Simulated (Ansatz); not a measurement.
Ligands exchanged one at a time, Al OH-I. Gas-phase values, no solvent. One relaxed conformer stands for each flexible species; it need not be the lowest. Strings in code marks are SMILES.

Quantity: redistribution energy (mixed species minus the weighted end members), in kcal/mol.

Case: 2 of 3 OH replaced by I: `[I][Al]([OH])[I]` (H–O–Al–I torsion 180°). The other species in the difference include `[OH][Al]([OH])[OH]` (neutral, multiplicity 1). Geometry of `[OH][Al]([I])[I]` (neutral, multiplicity 1, Å):

```xyz
5

O     -1.1225    -0.8331     0.0213
Al     0.1149     0.3111    -0.0050
I     -0.5147     2.6854    -0.0268
I      2.4857    -0.3843    -0.0209
H     -0.9634    -1.7791     0.0313
```

### Question
Give the redistribution energy (mixed species minus the weighted end members) at the level frozen-core MP2/def2-TZVPP // B3LYP-D3(BJ)/def2-TZVP (Ansatz, a program for electronic structure).

### Answer
0.26 kcal/mol.
